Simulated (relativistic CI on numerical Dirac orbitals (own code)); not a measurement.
# Ar IV: q coefficients and field-shift factors

These numbers are calculated, not measured: Dirac-Coulomb-Breit CI, KLI orbitals optimised for each configuration, valence Slater integrals scaled by 0.85, P86 correlation energy added to each configuration, derivatives by finite differences, QED left out (own radial code, finite nucleus).

Configurations in the expansion (outside the closed core [Ne]): 3s²3p³, 3s3p⁴, 3s²3p²3d, 3p⁵, 3s3p³3d, 3s²3p²4s, 3s²3p²4p, 3s²3p3d², 3s²3d³, 3s3p3d³, 3s²3d²4s, 3s²3d²4p. Double excitations out of closed p, d and f shells are left out; levels of such configurations are missing from the list, as are those of other unlisted configurations, and high levels can miss mixing partners.

With x = (α/α₀)² − 1 an excitation energy changes as ω = ω₀ + qx; K = 2q/ω₀ is the relative enhancement. Terms are leading LS components, so labels can repeat. The field-shift factor is F = δν/δ⟨r²⟩ for the transition from the lowest level.

Lowest level 3s²3p³ ⁴S°3/2.

```csv
Level,ω₀ (cm⁻¹),q (cm⁻¹),F (GHz/fm²)
3s²3p³ ²D°3/2,21191.0,-203.2,0.0208
3s²3p³ ²D°5/2,21335.1,83.58,0.0213
3s²3p³ ²P°1/2,33042.3,131.9,0.00136
3s²3p³ ²P°3/2,33235.9,512.9,0.00125
3s3p⁴ ⁴P5/2,128803.8,1509,-1.4
3s3p⁴ ⁴P3/2,129755.5,2481,-1.4
3s3p⁴ ⁴P1/2,130285.7,2991,-1.4
3s3p⁴ ²D3/2,158664.0,1842,-1.12
3s3p⁴ ²D5/2,158734.4,1955,-1.12
3s²3p²3d ²P3/2,180618.0,880.6,-0.392
3s²3p²3d ²P1/2,181636.2,1791,-0.406
3s3p⁴ ²S1/2,187306.3,2201,-1.13
3s²3p²3d ⁴F3/2,193646.5,-414.6,0.334
```

Correlation outside the listed configurations is missing or only estimated: errors of thousands of cm⁻¹ between configurations and terms are usual at this charge. Rates and lifetimes follow the computed energies and can be off by large factors. The fine structure of a lone outer electron comes out too small, for d and f at times inverted, and misplaced configurations move strength between like terms.

Task: Which transition from the lowest level has the largest |K|?

Result: 3s3p⁴ ⁴P1/2 at 130285.7 cm⁻¹, K = 0.0459.
